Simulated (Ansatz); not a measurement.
`CO[Si]C` + H₂ → `CO[SiH]` + CH₄ at 500 K and 1 bar (hydrogenolysis of the Si–C bond).

Isolated molecules relaxed with PBE0-D4/def2-TZVP in Ansatz; ΔE leaves out vibrations. CBS: MP2 limit from def2 TZ/QZ plus the TZ coupled-cluster correction, frozen cores. This one scheme is used for every species. Each species was taken in one conformer, which may not be the lowest.

```
  species  CCSD(T)/CBS energy (Eh)  H − E (kJ/mol)  S (J/(mol·K))
`CO[Si]C`               -443.95718           245.8          384.6
       H₂                 -1.17544            41.0          145.5
`CO[SiH]`               -404.67988           158.5          317.8
      CH₄                -40.46206           135.6          206.8
```

H − E and S are ideal-gas, rigid-rotor, harmonic terms from PBE0-D4/def2-TZVP, for one conformer and one mirror image of each species. The MP2-based limit puts H₂ 0.8 mEh under its directly extrapolated value; such offsets cancel only in part. 1 Eh = 2625.50 kJ/mol, R = 8.31446 J/(mol·K).

Question: By hand: ΔE, ΔH, ΔS and ΔG.

Answer: ΔE = (-404.67988) + (-40.46206) − (-443.95718) − (-1.17544) = -0.00932 Eh = -24.5 kJ/mol. Δ(H − E) = 158.5 + 135.6 − 245.8 − 41.0 = 7.3, so ΔH = -17.2 kJ/mol. ΔS = 317.8 + 206.8 − 384.6 − 145.5 = -5.5 J/(mol·K). ΔG = -17.2 − 500 × (-5.5)/1000 = -14.4 kJ/mol.

Question: By hand: the equilibrium constant, and the temperature at which ΔG would vanish if ΔH and ΔS stayed fixed.

Answer: log₁₀ K = −ΔG/(RT ln 10) = 1.5. ΔG = 0 at ΔH/ΔS = 3127 K, far beyond where these terms or the molecules hold.

The number of gas molecules stays the same, so ΔS is small and ΔH decides. A doubt of 5 kJ/mol in ΔE shifts log₁₀ K by 0.5 here. Other conformers and mirror images would add mixing entropy, several J/(mol·K) or more a flexible species. Modes under 60 cm⁻¹, often nearly free rotors, make the harmonic entropy too high. These are equilibria of isolated gas molecules and say nothing of rates. Largest T1 diagnostic: 0.015 (customary marks: 0.02 for closed shells, 0.045 for open ones).
